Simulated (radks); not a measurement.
Values are calculated unless marked as measured or tabulated.
All-electron atom: F+ in [He] 2s2 2p4. Level of theory: non-relativistic Kohn-Sham, r2SCAN, spin-unpolarised, spherical densities, point nucleus; meta-GGA in the generalised Kohn-Sham scheme (a radial shooting solver on a logarithmic mesh with Libxc functionals).

Local quantities along the radius. ELF = 1/(1 + alpha^2) is the electron localisation function; alpha = (tau - tau_W)/tau_unif compares the Pauli kinetic energy density with that of the uniform gas; 4 pi r^2 rho is in e/bohr; -r V(r) is the screened charge that the Kohn-Sham potential presents (atomic units); r v_xc is r times the local exchange-correlation potential (hartree bohr, multiplicative part alone).

r (bohr)    ELF     alpha  4 pi r^2 rho  -r V(r)    r v_xc
0.01143   1.000  0.004402        0.6034    8.833   -0.1260
0.01408   1.000  0.004695        0.8723    8.786   -0.1463
0.01733   1.000  0.005084         1.247    8.728   -0.1704
0.02134   1.000  0.005611         1.759    8.657   -0.1987
0.02607   1.000  0.006306         2.411    8.572   -0.2304
0.03209   1.000  0.007324         3.281    8.465   -0.2680
0.03951   1.000  0.008816         4.356    8.334   -0.3106
0.04865   1.000   0.01109         5.609    8.176   -0.3575
0.05942   1.000   0.01457         6.908    7.995   -0.4059
0.07316   1.000   0.02067         8.208    7.774   -0.4579
0.09007   0.999   0.03184         9.233    7.518   -0.5093
0.1109    0.997   0.05420         9.724    7.228   -0.5579
0.1365    0.989    0.1037         9.468    6.909   -0.6048
0.1668    0.955    0.2181         8.482    6.589   -0.6572
0.2053    0.783    0.5269         6.915    6.180   -0.6578
0.2528    0.368     1.310         5.290    5.418   -0.3320
0.3113    0.138     2.500         4.204    5.054   -0.4410
0.3802    0.139     2.489         4.021    4.679   -0.5637
0.4681    0.346     1.376         4.626    4.209   -0.6540
0.5763    0.661    0.7167         5.496    3.791   -0.8207
0.7096    0.812    0.4808         5.921    3.269   -0.8684
0.8736    0.854    0.4133         5.485    2.819   -0.9190
1.067     0.845    0.4287         4.325    2.441   -0.9180
1.314     0.783    0.5257         2.803    2.130   -0.8732
1.617     0.633    0.7615         1.472    1.847   -0.7418
1.991     0.366     1.316        0.6085    1.387   -0.3523
2.432     0.123     2.673        0.2006    1.093  -0.08338
2.995     0.021     6.769       0.04633    1.181   -0.1787
3.687     0.002     21.20      0.007369    1.120   -0.1198

On this mesh the ELF has minima near r = 0.35 bohr, which separate the shells, and maxima near 0.96 (0.85).
